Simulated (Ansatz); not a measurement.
Mulliken charges of CuH₄NO, SMILES `[NH3+][Cu-][OH]` from r2SCAN/def2-TZVPP in Ansatz (PBE0-D4/def2-TZVP geometry).

| atom | x (Å) | y (Å) | z (Å) | charge (e) |
| --- | --- | --- | --- | --- |
| N1 | -1.048 | 0.623 | -0.201 | -0.175 |
| Cu2 | 0.644 | -0.261 | 0.032 | 0.049 |
| O3 | 2.263 | -0.992 | 0.166 | -0.583 |
| H4 | -1.796 | -0.042 | -0.365 | 0.175 |
| H5 | -1.021 | 1.254 | -0.996 | 0.177 |
| H6 | -1.298 | 1.172 | 0.615 | 0.175 |
| H7 | 2.256 | -1.754 | 0.748 | 0.183 |

**Question.** By hand: the dipole of these point charges (1 e Å = 4.8032 D).

**Answer.** Σ q r = (-1.414, 0.555, -0.056) e Å, of length 1.520 e Å = 7.30 D.

**Question.** How does the dipole of the full density compare? (Estimate.)

**Answer.** The calculation gave: (-1.401, 0.518, -0.030) e Å, 7.18 D; the point charges give 1.02 times that, at 1° from its direction.

Point charges leave out the atoms' own dipoles, such as those of lone pairs, and Mulliken's split depends on the basis, so the close match here is no proof of good charges.
